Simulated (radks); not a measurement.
Values are calculated unless marked as measured or tabulated.
Effect of the nuclear size on the technetium ion Tc5+, [Kr] 4d2. Level of theory: Dirac Kohn-Sham, BLYP, spin-unpolarised, spherical densities, finite nucleus; open shells are shared between the two j in proportion to 2j + 1; Fermi nuclear charge, rms radius 4.4112 fm (a radial shooting solver on a logarithmic mesh with Libxc functionals). The rms radius is varied about that value; shifts are against it.

rms radius (fm)  total energy shift (eV)  density at nucleus (e/bohr^3)  1s1/2 shift (meV)  2s1/2 shift (meV)  4s1/2 shift (meV)  4p1/2 shift (meV)  5s1/2 (empty) shift (meV)
3.8598                            -0.394                      1.017e+05               -166              -17.9             -0.570              0.050                     -0.126
4.2039                            -0.153                      1.007e+05              -64.8              -6.99             -0.222              0.020                     -0.049
4.4112                                 0                      1.002e+05              0.000              0.000              0.000              0.000                      0.000
4.795                              0.301                      9.925e+04                127               13.7              0.436             -0.038                      0.097
5.0773                             0.537                      9.861e+04                227               24.5              0.777             -0.068                      0.173

Slopes of the eigenvalues against <r^2> in GHz/fm^2, as finite differences over the two radii next to the reference (eigenvalue slopes, not the field-shift constants of lines): 1s1/2 8730, 2s1/2 942, 4s1/2 29.9, 4p1/2 -2.64, 5s1/2 (empty) 6.64.
